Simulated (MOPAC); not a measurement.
MOPAC input (PM3):

```
PM3 FORCE THERMO(298,298) PRECISE LET CHARGE=1 GEO-OK AUX(PRECISION=9) THREADS=1
C5H11O

C     2.64557794 1    0.64150859 1   -0.50062136 1
C     1.49147823 1   -0.17941384 1    0.03063161 1
C     0.16655619 1    0.48625782 1   -0.32033759 1
C    -1.06197775 1   -0.18842102 1    0.15469362 1
O    -0.92459426 1   -1.35387268 1    0.68924688 1
C    -2.38068874 1    0.46445285 1    0.01771844 1
H     2.66109776 1    1.65326562 1   -0.07299327 1
H     2.60728238 1    0.74356908 1   -1.59367825 1
H     3.60428011 1    0.16729531 1   -0.25068349 1
H     1.53222736 1   -1.20437715 1   -0.38935907 1
H     1.58222713 1   -0.29474301 1    1.12915716 1
H     0.07392349 1    0.59362870 1   -1.42902925 1
H     0.14811444 1    1.53711235 1    0.05600923 1
H    -2.45023368 1    1.04408491 1   -0.91855551 1
H    -2.52630815 1    1.19333238 1    0.83749576 1
H    -3.23943558 1   -0.22681268 1    0.04573123 1
H    -1.74474283 1   -1.75786979 1    0.97582859 1
```

Output:

```
 *******************************************************************************
 **                                                                           **
 **                              MOPAC v23.2.5                                **
 **                                                                           **
 *******************************************************************************
 ** MOPAC's Digital Object Identifier: https://doi.org/10.5281/zenodo.6511958 **
 **                                                                           **
 ** Please cite the open-source release paper for use of this MOPAC version:  **
 ** J. E. Moussa and J. J. P. Stewart (2026)                                  **
 ** MOPAC: An open-source semiempirical molecular orbital program             **
 ** J. Open Source Softw., 11(119), 8025, https://doi.org/10.21105/joss.08025 **
 *******************************************************************************

                              PM3 CALCULATION RESULTS

 *******************************************************************************
 *  PM3        - The PM3 Hamiltonian to be used
 *  GEO-OK     - OVERRIDE INTERATOMIC DISTANCE AND OTHER SAFETY CHECKS
 *
 *
 *
 *                 CHARGE ON SYSTEM = +1
 *
 *
 *
 *  LET        - OVERRIDE SOME SAFETY CHECKS
 *  PRECISE    - TIGHTER CRITERIA TO BE USED
 *  FORCE      - FORCE CALCULATION SPECIFIED
 *  AUX        - OUTPUT AUXILIARY INFORMATION
 *  THERMO     - THERMODYNAMIC QUANTITIES TO BE CALCULATED
 *******************************************************************************
PM3 FORCE THERMO(298,298) PRECISE LET CHARGE=1 GEO-OK AUX(PRECISION=9) THREADS=1
 C5H11O

   ATOM   CHEMICAL          X               Y               Z
  NUMBER   SYMBOL      (ANGSTROMS)     (ANGSTROMS)     (ANGSTROMS)

     1       C          2.64557794  *   0.64150859  *  -0.50062136  *
     2       C          1.49147823  *  -0.17941384  *   0.03063161  *
     3       C          0.16655619  *   0.48625782  *  -0.32033759  *
     4       C         -1.06197775  *  -0.18842102  *   0.15469362  *
     5       O         -0.92459426  *  -1.35387268  *   0.68924688  *
     6       C         -2.38068874  *   0.46445285  *   0.01771844  *
     7       H          2.66109776  *   1.65326562  *  -0.07299327  *
     8       H          2.60728238  *   0.74356908  *  -1.59367825  *
     9       H          3.60428011  *   0.16729531  *  -0.25068349  *
    10       H          1.53222736  *  -1.20437715  *  -0.38935907  *
    11       H          1.58222713  *  -0.29474301  *   1.12915716  *
    12       H          0.07392349  *   0.59362870  *  -1.42902925  *
    13       H          0.14811444  *   1.53711235  *   0.05600923  *
    14       H         -2.45023368  *   1.04408491  *  -0.91855551  *
    15       H         -2.52630815  *   1.19333238  *   0.83749576  *
    16       H         -3.23943558  *  -0.22681268  *   0.04573123  *
    17       H         -1.74474283  *  -1.75786979  *   0.97582859  *

          CARTESIAN COORDINATES

    NO.       ATOM           X           Y           Z

     1         C          2.6456      0.6415     -0.5006
[...]
 FORCE CONSTANT      2.8500

 VIBRATION         42   42A           ATOM PAIR      ENERGY CONTRIBUTION    RADIAL
 FREQUENCY          3081.80         C  1 -- H  9         +59.6% ( 79.7%)     98.6%
 TRANSITION DIPOLE   0.2318         C  1 -- H  8         +27.5% ( 54.1%)     91.1%
 TRAVEL (Ang.)       0.2150         C  1 -- H  7         +11.4% ( 34.8%)     75.7%
 REDUCED MASS        0.4734         C  1 -- C  2          +1.0% ( 10.4%)      0.0%
 EFFECTIVE MASS      1.5062
 FORCE CONSTANT      2.6489

 VIBRATION         43   43A           ATOM PAIR      ENERGY CONTRIBUTION    RADIAL
 FREQUENCY          3131.35         C  6 -- H 14         +39.1% ( 60.2%)     98.0%
 TRANSITION DIPOLE   0.6264         C  6 -- H 16         +36.7% ( 58.3%)     97.5%
 TRAVEL (Ang.)       0.2526         C  6 -- H 15         +23.8% ( 47.0%)     95.5%
 REDUCED MASS        0.3375         C  4 -- C  6          +0.3% (  5.1%)     96.8%
 EFFECTIVE MASS      1.1386
 FORCE CONSTANT      1.9500

 VIBRATION         44   44A           ATOM PAIR      ENERGY CONTRIBUTION    RADIAL
 FREQUENCY          3178.80         C  1 -- H  9         +37.6% ( 59.0%)     97.8%
 TRANSITION DIPOLE   0.1697         C  1 -- H  8         +31.2% ( 53.7%)     96.7%
 TRAVEL (Ang.)       0.2538         C  1 -- H  7         +30.9% ( 53.5%)     96.7%
 REDUCED MASS        0.3293         C  1 -- C  2          +0.3% (  5.1%)     99.1%
 EFFECTIVE MASS      1.1366
 FORCE CONSTANT      1.9608

 VIBRATION         45   45A           ATOM PAIR      ENERGY CONTRIBUTION    RADIAL
 FREQUENCY          3757.72         O  5 -- H 17         +99.6% (100.0%)    100.0%
 TRANSITION DIPOLE   0.9780         C  4 -- O  5          +0.4% (  6.6%)     14.2%
 TRAVEL (Ang.)       0.1376
 REDUCED MASS        0.9479
 EFFECTIVE MASS      1.3892
 FORCE CONSTANT      7.8858

      SYMMETRY NUMBER FOR POINT-GROUP C1  =  1

          SYSTEM IS A GROUND STATE

 C5H11O

          MOLECULE IS NOT LINEAR

          THERE ARE 45 GENUINE VIBRATIONS IN THIS SYSTEM
          THIS THERMODYNAMICS CALCULATION IS LIMITED TO
          MOLECULES WHICH HAVE NO INTERNAL ROTATIONS

                    CALCULATED THERMODYNAMIC PROPERTIES
                                          *
   TEMP. (K)   PARTITION FUNCTION   H.O.F.    ENTHALPY  HEAT CAPACITY ENTROPY
                                   KCAL/MOL   CAL/MOLE    CAL/K/MOL  CAL/K/MOL

 298.00  VIB.     0.2836D+03                  3329.0917    21.8858    22.3940
         ROT.     0.1874D+06                   888.2803     2.9808    27.1074
         INT.     0.5314D+08                  4217.3720    24.8666    49.5014
         TRA.     0.7864D+27                  1480.4672     4.9680    39.3055
         TOT.                      118.229    5697.8392    29.8347    88.8069

   *: NOTE: HEATS OF FORMATION ARE RELATIVE TO THE
            ELEMENTS IN THEIR STANDARD STATE AT 298K
              (=  Standard Enthalpy of Formation).

            Hvib:  Zero-point energy is not included.
                   frequencies of less than zero cm-1 are not included.
            Hrot = (3/2)RT
            Htra = (3/2)RT + pV = (5/2)RT

            Heat capacity is Cp, not Cv

          For more information, see: HTTP://OpenMOPAC.net/Manual/thermochemistry.html

           FORCE CONSTANT IN CARTESIAN COORDINATES (Millidynes/A)

    ATOM   CHEMICAL       X               Y               Z
   NUMBER   SYMBOL  FORCE CONSTANT  FORCE CONSTANT  FORCE CONSTANT

      1       C        8.159255        8.347410        8.230939
      2       C        8.298876        7.841888        8.241233
      3       C        8.096841        8.192431        7.400147
      4       C       10.768932       12.153158        3.373357
      5       O       11.677381        8.487234        0.790050
      6       C        8.520093        8.262607        7.508403
      7       H        1.316732        1.668783        3.777614
      8       H        1.312651        1.666980        3.782945
      9       H        1.232627        4.880932        0.662549
     10       H        1.194299        1.698178        3.504682
     11       H        1.189638        1.679307        3.516273
     12       H        0.988199        1.552905        3.364885
     13       H        1.145893        1.657323        3.188702
     14       H        2.037330        2.826966        1.650952
     15       H        0.592117        0.795239        4.914007
     16       H        4.720131        0.746742        1.119478
     17       H        7.808115        0.977913        0.268034

 **********************
 *                    *
 * JOB ENDED NORMALLY *
 *                    *
 **********************

 == MOPAC DONE ==
```

The dipole moment of an ion depends on the origin.
